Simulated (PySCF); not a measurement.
**GeF₄: double against triple zeta**

Base calculation in PySCF with density fitting and no spin–orbit coupling, PBE0/def2-SVP (no relativity): singlet, Td, Ge–F 1.698 Å (×4); wavenumbers 203 (×2), 273 (×3), 726, 809 (×3) cm⁻¹; gap between the highest occupied and lowest empty levels 10.74 eV, polar-tensor charge of Ge 2.28 e, atomisation energy (no zero-point energy) 1850 kJ/mol.

Task: What changes on going to PBE0/def2-TZVP (no relativity)?

Result: The point group stays the same. Changes: mean bond to Ge -0.006 Å, highest wavenumber -12 cm⁻¹, lowest wavenumber -5 cm⁻¹, gap between the highest occupied and lowest empty levels +0.22 eV, polar-tensor charge of Ge +0.11 e, atomisation energy (no zero-point energy) +17 kJ/mol. The new structure has Ge–F 1.692 Å (×4), with wavenumbers 198 (×2), 267 (×3), 731, 797 (×3) cm⁻¹. The larger basis shortens the bonds, as added polarisation functions usually do.

Only the bonding shown was studied: isomers, or loss of a ligand pair, can lie lower.
